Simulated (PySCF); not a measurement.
Correlation energy of Ne²⁺ (neon, charge +2)

[He] 2s2 2p4, high-spin 3P determinant. All numbers are calculated (PySCF 2.14, no relativity, point nucleus, in def2-QZVPPD (8s5p4d2f1g, 66 functions)). Frozen: nothing; 8 electrons correlated.

MP2 pair energies summed by pair of shells (mhartree):

| pair | energy | share (%) |
| --- | --- | --- |
| 2p-2p | -73.32 | 40.7 |
| 2s-2p | -72.88 | 40.5 |
| 1s-1s | -12.80 | 7.1 |
| 2s-2s | -10.82 | 6.0 |
| 1s-2p | -7.31 | 4.1 |
| 1s-2s | -2.89 | 1.6 |

Total MP2 correlation energy: -180.02 mhartree.

Same-spin part -39.68 and opposite-spin part -140.34 mhartree; SCS-MP2 scales them by 1/3 and 6/5 to -181.63 mhartree.

This basis was not built for core-valence correlation, so the inner-shell part is incomplete.
